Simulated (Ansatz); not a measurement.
The cluster K2I⁺ (the lowest singlet isomer of a short search) was relaxed with r2SCAN-D4 (def2-TZVP) in Ansatz in these states: charge +1 quintet, charge +1 singlet, charge +1 triplet. The geometries follow in no particular order.

In the def2 sets I takes a core potential; there is no spin–orbit coupling.

A:

```xyz
3

K     4.000   -0.399   -3.070
K    -3.997    0.396    3.073
I    -0.002    0.003   -0.004
```

B:

| atom | x (Å) | y (Å) | z (Å) |
| --- | --- | --- | --- |
| K1 | 3.056 | 2.800 | 1.151 |
| K2 | -3.056 | -2.799 | -1.152 |
| I3 | 0.000 | 0.000 | 0.001 |

C:

Cartesian coordinates in Å:
```
K -1.421 2.306 1.746
K 1.422 -2.306 -1.745
I -0.001 0.000 0.000
```

Task: Judge from the bond lengths which geometry belongs to which state (an estimate).

Result: A is the charge +1 quintet (K1–I3 5.058 Å, K2–I3 5.058 Å); B is the charge +1 triplet (K1–I3 4.301 Å, K2–I3 4.301 Å); C is the charge +1 singlet (K1–I3 3.222 Å, K2–I3 3.222 Å).

At PBE0-D4/def2-TZVP a singlet lies 10.34 eV below the charge +1 quintet. At PBE0-D4/def2-TZVP a singlet lies 4.32 eV below the charge +1 triplet. These are the stationary points nearest to one start from a short search; other shapes may lie lower in each state. The charge +1 quintet has come apart into loosely held pieces.
